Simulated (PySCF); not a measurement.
An excited-state table with gaps

Compound: [CuF4]- (charge -1 and singlet state).
Structure used (PBE0-D3(BJ)/def2-SVP), in Å, numbered top down from 1:
```
atom  x, y, z in Å
Cu1    0.000    0.000    0.000
F2     1.763   -0.004    0.002
F3    -0.001    1.763    0.003
F4    -1.762    0.003   -0.002
F5     0.000   -1.762   -0.003
```

Method used: TDDFT wB97X-D/def2-SVPD, vertical, gas phase, core orbitals frozen in the response in PySCF.

Orbital energies (eV): HOMO-3 -7.36, HOMO-2 -7.22, HOMO-1 -7.22, HOMO -6.82, LUMO 1.35, LUMO+1 5.67, LUMO+2 6.17.

Lowest singlets, with some entries withheld (?). The highest level found (7.07 eV, f 0.0000 so far) is left out, since the window may have cut off a degenerate partner. Orbitals of the list HOMO-3 to LUMO+2 that lie within 0.01 eV of each other are written together with a slash and their weights summed (≥ marks a lower bound); for degenerate orbitals outside that list single weights are arbitrary.

| state | E (eV) | f | main configurations (H = HOMO, L = LUMO) |
| --- | --- | --- | --- |
| S1 | 2.23 | 0.0000 | H-2/H-1→L (89%), H-12→L (11%) |
| S2 | 2.23 | 0.0000 | H-2/H-1→L (89%), H-11→L (11%) |
| S3 | 2.26 | 0.0000 | H-6→L (87%), H-15→L (13%) |
| S4 | 2.53 | 0.0000 | H→L (100%) |
| S5 | ? | ? | ? |
| S6 | 3.30 | 0.0003 | H-5→L (100%) |
| S7 | ? | ? | ? |
| S8 | 3.40 | 0.012 | H-4→L (88%), H-10→L (12%) |
| S9 | 4.17 | 0.0000 | H-7→L (100%) |
| S10 | 5.02 | 0.0000 | H-11→L (89%), H-2/H-1→L (11%) |
| S11 | 5.02 | 0.0000 | H-12→L (89%), H-2/H-1→L (11%) |
| S12 | 5.86 | 0.330 | H-9→L (84%), H-3→L (11%) |
| S13 | 5.86 | 0.329 | H-10→L (84%), H-4→L (11%) |
| S14 | 5.94 | 0.0001 | H-15→L (87%), H-6→L (13%) |

Task: Fill in the withheld entries.

Result: 
- S5: E = 3.10 eV; f = 0.0000; H-8→L (82%), H-13→L (17%)
- S7: E = 3.39 eV; f = 0.012; H-3→L (88%), H-9→L (12%)

Task: How far apart are S6 and S14, in eV and cm⁻¹?

Result: 5.936 − 3.301 = 2.635 eV, or about 21260 cm⁻¹.

Task: What is the mean static polarisability from the same response equations?

Result: 42.4 au (6.29 Å³), with principal values 25.4, 50.9 and 51.0 au.

Task: Where do the lowest triplets lie (Tamm–Dancoff)?

Result: T1 1.45 eV, H-2/H-1→L (79%), H-12→L (21%); T2 1.45 eV, H-2/H-1→L (79%), H-11→L (21%); T3 1.73 eV, H-6→L (84%), H-15→L (16%). E(S1) − E(T1) = +0.78 eV.

No detachment energy is given for this anion; states above it aren't bound, and a finite basis only mimics them.

Hardware: one thread of an x86-64 server, on a shared host. Cost: 12 s wall.
